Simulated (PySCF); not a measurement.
**Nuclear quadrupole coupling in `CC(C)(C#CC#N)C(=O)[O-]`**

C7H6NO2 (charge -1).
Atom-mapped SMILES: `[CH3:1][C:2]([CH3:3])([C:4]#[C:5][C:6]#[N:7])[C:8](=[O:9])[O-:10]` (hydrogens: H11, H12, H13 on C1; H14, H15, H16 on C3)

Structure used (GFN2-xTB), in Å, numbered top down from 1:
```
atom  x, y, z in Å
C1    -0.9273    1.2546   -0.7059
C2    -0.3898    0.0220    0.0179
C3    -0.9400   -0.1022    1.4366
C4     1.0206   -0.0204   -0.0052
C5     2.2327   -0.1356   -0.0853
C6     3.5772   -0.1904   -0.1297
N7     4.7356   -0.2115   -0.1543
C8    -0.8666   -1.3581   -0.8587
O9    -1.0115   -2.3417   -0.1556
O10   -0.9989   -1.1426   -2.0499
H11   -2.0163    1.2453   -0.6850
H12   -0.6075    1.2341   -1.7454
H13   -0.5715    2.1750   -0.2365
H14   -0.6377   -1.0566    1.8619
H15   -2.0283   -0.0713    1.4097
H16   -0.5782    0.7083    2.0740
```

Field gradients from the PBE0/pcSseg-1 density (PySCF, non-relativistic), principal values in atomic units, ordered |Vxx| ≤ |Vyy| ≤ |Vzz|:

```csv
atom,Vxx,Vyy,Vzz
N7,0.3459,0.4789,-0.8248
O9,0.3655,0.8959,-1.2615
O10,0.3663,0.8961,-1.2624
```

Question: Find the asymmetry η = (Vxx − Vyy)/Vzz and the couplings χ = eQV/h (234.96 MHz × Q in barn × V in au), with Q(14N) = 0.02044 b, Q(17O) = −0.0256 b.

Answer: 
```tsv
atom	environment	nucleus	η	χzz (MHz)	χxx (MHz)	χyy (MHz)
N7	nitrile nitrogen	14N	0.16	-3.961	1.661	2.300
O9	carboxylate oxygen	17O	0.42	7.59	-2.20	-5.39
O10	carboxylate oxygen	17O	0.42	7.59	-2.20	-5.39
```

Question: What is Vzz at O10 in SI units (1 au = 9.71736 × 10²¹ V/m²)?

Answer: -1.2624 au = -12.267 × 10²¹ V/m².

Question: And the gradient at the other heavy atoms, for which no coupling is worked out here?

Answer: 
```csv
atom,environment,Vzz (au),η
C1,methyl carbon,0.098,0.83
C2,sp3 carbon next to a carbonyl,0.121,0.95
C3,methyl carbon,0.097,0.84
C4,alkyne carbon,-0.442,0.03
C5,alkyne carbon,0.090,0.59
C6,nitrile carbon,-0.360,0.00
C8,carboxylate carbon,-0.358,0.83
```

Were the hydrogens deuterons (Q(2H) = 0.00286 b), χzz would run from 208 kHz (H13 and H16) to 212 kHz (H15 and H11).

The structure is a single GFN2-xTB conformer in the gas phase; no vibrational or solvent corrections. The pcSseg-1 basis has no diffuse functions, a weakness for an anion. GFN2-xTB bond lengths can be off by several hundredths of an ångström, more for odd bonds, and the gradients follow them. With so small a basis the couplings can be 20 % off.
